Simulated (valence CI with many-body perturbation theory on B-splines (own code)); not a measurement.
**E1 transitions of Zr²⁷⁺**

Calculated by relativistic CI+MBPT: three valence electrons over a frozen Dirac-Fock core [Ne], radial functions for each j: 11 s, 11 p, 10 d, 8 f, 5 g, 2 h, with the one-electron correlation potential Σ1, the two-electron term Σ2, the three-electron term Σ3, Breit, model QED; selected CI, second order for the rest, scaled by the run's own slope (own B-spline code, finite nucleus).

The last digits are not significant, and no measured levels were compared; by estimate large intervals hold to a few tenths of a per cent, small ones and those within an open d or f shell to about a per cent.

Lines 1 to 50 of 580 in falling wavelength, among levels below 690.00 eV, chosen from the strongest by gf and those to the six lowest levels. Wavelengths and rates use the calculated energies. Electric multipoles are in the length gauge, E1 and E2 with the static RPA response of the core. Weak lines are less certain than strong ones. Lines between different terms over intervals too small for the method are left out, as are lines whose strength nearly cancels. Where a level lies close to another of its J and parity, the split of strength between their lines is uncertain. The highest levels of a list are the least certain.

Names give the largest LS component (configuration and term), which can be under half, so a name can repeat, a term be missing and a line seem to break the LS rules; names also repeat where a configuration has a term twice. Letters in brackets count levels of one name in rising energy.

```csv
λ vac (nm),Upper,Lower,A (s⁻¹),S (a.u.) with core polarisation,S without
42.03,3s²4p ²P°_1/2,3s²4s ²S_1/2,3.85e+09,2.82e-01,2.83e-01
33.45,3s²4p ²P°_3/2,3s²4s ²S_1/2,7.32e+09,5.41e-01,5.43e-01
29.90,3s3p² ⁴P_1/2,3s²3p ²P°_3/2,7.09e+07,1.87e-03,1.92e-03
23.19,3s3p² ⁴P_3/2,3s²3p ²P°_3/2,1.69e+08,4.15e-03,4.27e-03
21.68,3p²3d ²G_7/2,3s3p3d ²F°_5/2 [b],2.15e+09,8.66e-02,8.91e-02
21.19,3p3d² ²H°_9/2,3s3d² ²G_9/2,2.77e+09,1.30e-01,1.34e-01
21.06,3p3d² ²H°_9/2,3s3d² ²G_7/2,6.10e+09,2.81e-01,2.89e-01
20.85,3p3d² ⁴G°_5/2,3s3d² ⁴F_3/2,5.83e+09,1.57e-01,1.61e-01
20.81,3s3p² ⁴P_5/2,3s²3p ²P°_3/2,1.33e+09,3.54e-02,3.64e-02
20.68,3p²3d ⁴F_9/2,3s3p3d ²F°_7/2 [a],3.34e+09,1.46e-01,1.50e-01
20.27,3p3d² ²G°_7/2 [a],3s3d² ²G_9/2,3.09e+09,1.02e-01,1.04e-01
20.16,3p3d² ²G°_7/2 [a],3s3d² ²G_7/2,2.56e+09,8.27e-02,8.49e-02
20.15,3s3p² ⁴P_1/2,3s²3p ²P°_1/2,1.73e+09,1.40e-02,1.44e-02
19.97,3p3d² ⁴G°_7/2,3s3d² ⁴F_7/2,3.70e+09,1.16e-01,1.20e-01
19.41,3p3d² ⁴G°_7/2,3s3d² ⁴F_5/2,7.10e+09,2.05e-01,2.11e-01
18.85,3p3d² ⁴G°_9/2,3s3d² ⁴F_9/2,4.77e+09,1.58e-01,1.62e-01
18.55,3p3d² ²G°_9/2 [a],3s3d² ²F_7/2,2.62e+09,8.25e-02,8.46e-02
18.31,3p²3d ⁴F_3/2,3s3p3d ⁴D°_1/2,5.55e+09,6.73e-02,6.91e-02
18.28,3p³ ²D°_3/2,3s3p² ²D_3/2,2.95e+09,3.56e-02,3.65e-02
18.22,3p²3d ²F_7/2 [a],3s3p3d ⁴D°_7/2,2.92e+09,6.98e-02,7.17e-02
18.21,3p3d² ⁴G°_9/2,3s3d² ⁴F_7/2,6.15e+09,1.83e-01,1.88e-01
18.11,3p3d² ⁴F°_9/2,3s3d² ²G_7/2,2.55e+09,7.47e-02,7.67e-02
18.09,3p²3d ²G_9/2,3s3p3d ²F°_7/2 [b],5.81e+09,1.70e-01,1.75e-01
17.94,3p3d² ⁴D°_5/2 [a],3s3d² ⁴P_5/2,5.84e+09,9.98e-02,1.02e-01
17.93,3p²3d ⁴D_3/2,3s3p3d ²D°_5/2 [a],7.15e+09,8.14e-02,8.36e-02
17.84,3p²3d ⁴D_5/2,3s3p3d ²D°_5/2 [a],3.97e+09,6.67e-02,6.85e-02
17.58,3s3p² ²D_3/2,3s²3p ²P°_3/2,7.76e+08,8.33e-03,8.55e-03
17.51,3p3d² ²F°_5/2 [a],3s3d² ²F_5/2,5.17e+09,8.22e-02,8.43e-02
17.10,3p3d² ⁴D°_7/2 [a],3s3d² ⁴F_9/2,1.19e+10,2.35e-01,2.41e-01
17.01,3p3d² ⁴P°_3/2,3s3d² ⁴P_5/2,1.00e+10,9.74e-02,1.00e-01
17.00,3p²3d ²F_7/2 [b],3s3p3d ²D°_5/2 [b],4.94e+09,9.58e-02,9.83e-02
16.86,3s3p² ⁴P_3/2,3s²3p ²P°_1/2,3.65e+07,3.46e-04,3.55e-04
16.68,3p²3d ⁴F_5/2,3s3p3d ⁴D°_3/2,7.97e+09,1.10e-01,1.13e-01
16.65,3p²3d ⁴F_5/2,3s3p3d ⁴P°_5/2,6.02e+09,8.24e-02,8.46e-02
16.61,3p3d² ²F°_7/2 [b],3s3d² ²F_5/2,4.85e+09,8.77e-02,9.00e-02
16.56,3p²3d ⁴F_9/2,3s3p3d ⁴D°_7/2,4.86e+09,1.09e-01,1.12e-01
16.45,3p3d² ²H°_9/2,3p²3d ²F_7/2 [b],4.88e+09,1.07e-01,1.10e-01
16.30,3p²3d ⁴D_5/2,3s3p3d ⁴D°_7/2,4.81e+09,6.17e-02,6.34e-02
16.15,3p3d² ⁴F°_5/2,3s3d² ⁴F_7/2,8.37e+09,1.04e-01,1.07e-01
16.14,3p²3d ⁴F_7/2,3s3p3d ⁴F°_9/2,1.40e+10,2.32e-01,2.38e-01
16.11,3p3d² ²G°_9/2 [a],3s3d² ²G_7/2,1.27e+10,2.62e-01,2.69e-01
16.08,3p²3d ⁴F_3/2,3s3p3d ⁴F°_5/2,9.33e+09,7.66e-02,7.87e-02
16.07,3p3d² ²H°_9/2,3s3d² ⁴F_7/2,3.97e+09,8.13e-02,8.35e-02
15.93,3p²3d ⁴F_5/2,3s3p3d ⁴F°_7/2,1.69e+10,2.03e-01,2.08e-01
15.91,3p3d² ²P°_3/2 [b],3s3d² ²S_1/2,1.37e+10,1.09e-01,1.12e-01
15.91,3p²3d ²G_9/2,3s3p3d ²F°_7/2 [a],1.00e+10,1.99e-01,2.04e-01
15.89,3p3d² ²F°_7/2 [c],3s3d² ²F_7/2,3.92e+09,6.22e-02,6.37e-02
15.79,3p3d² ²F°_7/2 [c],3s3d² ²F_5/2,8.44e+09,1.31e-01,1.34e-01
15.75,3p³ ²D°_5/2,3s3p² ²D_3/2,8.11e+08,9.38e-03,9.64e-03
15.74,3p³ ²D°_3/2,3s3p² ⁴P_5/2,1.64e+10,1.26e-01,1.30e-01
```
